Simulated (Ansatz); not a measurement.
The cluster Be3O3⁺. Total charge 1; doublet. Geometry r2SCAN-D4/def2-SVP, that of the neutral singlet; atoms count from 1.

```xyz
6

Be   -0.9516   -0.3100    0.8134
Be   -0.2779    0.4697   -1.1685
Be    1.2295   -0.1600    0.3550
O     1.1831    0.3853   -1.0113
O     0.3455   -0.5840    1.4528
O    -1.5286    0.1989   -0.4414
```

The structure comes from a short search, and lower isomers may exist.

(1) Estimate the Mulliken populations from the PBE0/def2-TZVP orbitals of Ansatz.

(2) Where does the spin sit?

(3) And the Mayer bond orders between bonded heavy atoms (over 0.3)?

Results:

(1) 
```
atom  charge (e)  spin (α − β)
 Be1        0.37          0.03
 Be2        0.37         -0.07
 Be3        0.37         -0.07
  O4        0.03          0.63
  O5       -0.07          0.24
  O6       -0.07          0.24
```
Mulliken values and Mayer orders depend strongly on the basis.

(2) Summed by element: Be -0.11, O 1.11, of 1 unpaired in all. Largest on single atoms: O4 0.63, O5 0.24, O6 0.24.

(3) Be1–O5 1.11 (1.47 Å); Be1–O6 1.11 (1.47 Å); Be2–O4 1.03 (1.47 Å); Be2–O6 1.26 (1.47 Å); Be3–O4 1.03 (1.47 Å); Be3–O5 1.26 (1.47 Å).
